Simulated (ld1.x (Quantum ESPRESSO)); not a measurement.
# Tb (Z = 65): one change to a TM potential, before and after

ld1.x (Quantum ESPRESSO) 7.5 input, shortened:

```
&input
   title='Tb', zed=65., rel=1, dft='PZ', iswitch=3,
   config='[Xe] 4f8 5d1 5f-2 6s1.5 6p0'
 /
 &inputp
   pseudotype=2, tm=.true., lloc=0,
   nlcc=.false.
 /
4
6P  2  1   0.00   0.00  3.60  3.60  0.0
5D  3  2   1.00   0.00  2.65  2.65  0.0
5F  4  3  -2.00   0.20  3.20  3.20  0.0
6S  1  0   1.50   0.00  3.15  3.15  0.0
 &test
   configts(1)='5d1 6s1.5 6p0'
 /
```

Change: wave 6s (bound): rc 3.15 bohr becomes 6s (bound): rc 4.32 bohr.

Cutoffs: the cutoffs (Ry, on a coarse ladder) from which the occupation-weighted sum of valence levels, in a spherical-Bessel basis at the reference potential, stays within 10 and 1 mRy of its value at 400 Ry; they do not see the model core or the augmentation charge, which bear on the density cutoff. Errors are all-electron minus pseudo energies relative to the spin-unpolarised reference configuration. Spin-polarised tests are left out, since the open f shell is frozen unpolarised in the core.

What does the change do?

The potential gets neither clearly harder nor softer (15 Ry and 18 Ry → 15 Ry and 18 Ry); of the 7 tests that both files solve, the error grows in 1 and shrinks in 2 by more than 15 % and 0.3 meV (median size 17.0 → 14.7 meV); neither file shows a bound ghost.

| quantity | base | changed |
| --- | --- | --- |
| cutoff, loose | 15 Ry | 15 Ry |
| cutoff, tight | 18 Ry | 18 Ry |
| bound ghosts | none | none |
| error for 5d1 6s2 6p0, meV [ΔE -2.81 eV] | +4.6 | +4.9 |
| error for 5d1 6s1 6p0, meV [ΔE 4.15 eV] | +5.3 | +3.9 |
| error for 5d1 6s0 6p0, meV [ΔE 16.69 eV] | +112 | +58 |
| error for 5d1 6s1 6p1, meV [ΔE 0.23 eV] | +1.7 | -1.9 |
| error for 5d2 6s1 6p0, meV [ΔE -0.87 eV] | +26 | +42 |
| error for 5d0 6s2 6p0, meV [ΔE 3.34 eV] | +176 | +171 |
| error for 5d1 6s0 6p2, meV [ΔE 3.45 eV] | +17 | -15 |
